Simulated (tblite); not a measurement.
A tight-binding relaxation on `[Ge@@H]1([CH2]CC)[CH2]N[C@H]1C#C`.

Computed with GFN2-xTB geometry optimisation, gas phase (tblite 0.8.0). Start geometry: from a force field or distance geometry. The command runs a driver script over a list of jobs; the input below is this job's line of settings and its coordinates in Å.

Command:
```bash
OMP_NUM_THREADS=1 python probes_run.py task.json out
```

Input:
```
{"job": {"kind": "relax", "xc": "GFN2-xTB", "basis": "xTB"}, "charge": 0, "multiplicity": 1}
C     -3.521400     2.054400     0.123900
C     -2.814700     1.113700    -0.167900
C     -1.931800    -0.022700    -0.468900
N     -2.026100    -1.127400     0.441400
C     -1.362000    -0.452300     1.544300
Ge    -0.141500     0.236200     0.180700
C      1.134200    -1.048400    -0.489500
C      2.337400    -0.439000    -1.162900
C      3.081500     0.439500    -0.195000
H     -4.152900     2.879200     0.392200
H     -2.064200    -0.354700    -1.502200
H     -2.946600    -1.551900     0.619600
H     -0.875400    -1.179800     2.210100
H     -1.926400     0.364300     2.029000
H      0.308300     1.692800     0.337000
H      1.476500    -1.713600     0.372100
H      0.614600    -1.713200    -1.195400
H      2.035200     0.103000    -2.087600
H      2.998500    -1.300200    -1.449600
H      3.870500     0.946500    -0.785000
H      2.367900     1.214400     0.213100
H      3.528000    -0.121700     0.639100
```

Output:
```
step      E/eV     max force
  0    -715.90997    2.849
  1    -716.17354    1.523
  2    -716.19772    4.441
  3    -716.34185    0.701
  4    -716.39419    0.918
  5    -716.45362    0.684
  6    -716.47518    0.304
  7    -716.48992    0.266
  8    -716.49826    0.223
  9    -716.50535    0.199
... (79 lines left out)
 89    -716.62200    0.017
 90    -716.62205    0.015
 91    -716.62209    0.024
 92    -716.62215    0.027
 93    -716.62221    0.023
 94    -716.62226    0.016
 95    -716.62230    0.013
 96    -716.62233    0.018
 97    -716.62236    0.010
 98    -716.62238    0.009
```

«max force» is the largest atomic force in eV/Å.

Problem. From which step on does the largest force stay under 0.1 eV/Å, and how much energy is left to gain from there?

Solution. From step 27 (0.088 eV/Å), 23.6 meV above the end.

In short: energy lowered by 16.4 kcal/mol over 98 steps; largest atomic force 0.009 eV/Å at the end.

Problem. Where do the atoms end?

Solution. 0.285 Å rms from the input after alignment:
```
atom  x, y, z in Å
C1    -3.6329    2.0390   -0.1600
C2    -2.8975    1.1099   -0.3477
C3    -2.0450   -0.0425   -0.4671
N4    -2.2276   -1.0499    0.5855
C5    -1.3843   -0.5855    1.6834
Ge6   -0.1814    0.2169    0.2964
C7     1.2150   -1.0157   -0.4541
C8     2.3461   -0.3262   -1.2067
C9     3.3037    0.3902   -0.2653
H10   -4.2751    2.8598   -0.0366
H11   -2.1665   -0.4941   -1.4576
H12   -3.1997   -1.2016    0.8408
H13   -1.0503   -1.4200    2.3018
H14   -1.8616    0.1611    2.3300
H15    0.2791    1.6681    0.4941
H16    1.6235   -1.6133    0.3609
H17    0.6850   -1.7008   -1.1178
H18    1.9316    0.3920   -1.9183
H19    2.9027   -1.0736   -1.7792
H20    4.0885    0.8925   -0.8262
H21    2.7688    1.1323    0.3250
H22    3.7676   -0.3189    0.4170
```

On an Arm Neoverse V2 with one thread, no GPU, shared host with 96 logical CPUs at a one-minute load of 32, this took 0.72 s wall.
Labels such as C1 count atoms from 1, the log's own numbers from 0.
